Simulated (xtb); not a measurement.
Ag, charge +1, singlet (GFN-xTB shapes and energies of metal compounds can be far from the true ones); GFN2-xTB in xtb.

The xtb input:
```
$ xtb mol.xyz --gfn 2 --chrg 1 --json

# file mol.xyz
1

Ag     0.00000000     0.00000000     0.00000000
```

Output, abridged:

```
   ID    Z sym.   atoms
    1   47 Ag     1

           -------------------------------------------------
          |                Calculation Setup                |
           -------------------------------------------------

           -------------------------------------------------
          |                 G F N 2 - x T B                 |
           -------------------------------------------------

          ...................................................
          :                      SETUP                      :
          :.................................................:
          :  # basis functions                  10          :
          :  # atomic orbitals                   9          :
          :  # shells                            3          :
          :  # electrons                        10          :
          :  max. iterations                   250          :
          :  Hamiltonian                  GFN2-xTB          :
          :  restarted?                      false          :
          :  GBSA solvation                  false          :
          :  PC potential                    false          :
          :  electronic temp.          300.0000000     K    :
          :  accuracy                    1.0000000          :
          :  -> integral cutoff          0.2500000E+02      :
          :  -> integral neglect         0.1000000E-07      :
          :  -> SCF convergence          0.1000000E-05 Eh   :
          :  -> wf. convergence          0.1000000E-03 e    :
          :  Broyden damping             0.4000000          :
          :  net charge                          1          :
          :  unpaired electrons                  0          :
          ...................................................

 iter      E             dE          RMSdq      gap      omega  full diag
   1     -3.3861215 -0.338612E+01  0.129E+01    4.49       4.5  T
   2     -3.3861215  0.000000E+00  0.103E+01    4.42       4.4  T
   3     -3.3861215  0.000000E+00  0.792E+00    4.32       4.3  T
   4     -3.3861215  0.000000E+00  0.634E+00    4.25       4.2  T
   5     -3.3861215  0.000000E+00  0.507E+00    4.18       4.2  T
   6     -3.3861215  0.000000E+00  0.405E+00    4.12       4.1  T
   7     -3.3861215  0.000000E+00  0.324E+00    4.07       4.1  T
   8     -3.3861215  0.000000E+00  0.260E+00    4.03       4.0  T
   9     -3.3861215  0.000000E+00  0.208E+00    3.99       4.0  T
[...]
         :: total energy              -3.386121480053 Eh    ::
[...]

         #    Occupation            Energy/Eh            Energy/eV
      -------------------------------------------------------------
         1        2.0000           -0.7220345             -19.6476
         2        2.0000           -0.7220345             -19.6476
         3        2.0000           -0.7220345             -19.6476
         4        2.0000           -0.7220345             -19.6476
         5        2.0000           -0.7220345             -19.6476 (HOMO)
         6                         -0.5808232             -15.8050 (LUMO)
         7                         -0.3676237             -10.0035
         8                         -0.3676237             -10.0035
         9                         -0.3676237             -10.0035
      -------------------------------------------------------------
                  HL-Gap            0.1412113 Eh            3.8426 eV
             Fermi-level           -0.6514289 Eh          -17.7263 eV

     #   Z          covCN         q      C6AA      α(0)
     1  47 Ag       0.000     1.000   375.103    50.190

 Mol. C6AA /au·bohr⁶  :        375.102613
 Mol. C8AA /au·bohr⁸  :      33334.156000
 Mol. α(0) /au        :         50.189649

Wiberg/Mayer (AO) data.
largest (>0.10) Wiberg bond orders for each atom

 ---------------------------------------------------------------------------
     #   Z sym  total        # sym  WBO       # sym  WBO       # sym  WBO
 ---------------------------------------------------------------------------
     1  47 Ag   0.000
 ---------------------------------------------------------------------------

molecular dipole:
                 x           y           z       tot (Debye)
 q only:        0.000       0.000       0.000
   full:        0.000       0.000       0.000       0.000
molecular quadrupole (traceless):
                xx          xy          yy          xz          yz          zz
 q only:        0.000       0.000       0.000       0.000       0.000       0.000
  q+dip:        0.000       0.000       0.000       0.000       0.000       0.000
   full:        0.000       0.000       0.000       0.000       0.000       0.000

           -------------------------------------------------
          | TOTAL ENERGY               -3.386121480053 Eh   |
          | GRADIENT NORM               0.000000000000 Eh/α |
          | HOMO-LUMO GAP               3.842555799027 eV   |
           -------------------------------------------------

normal termination of xtb
```
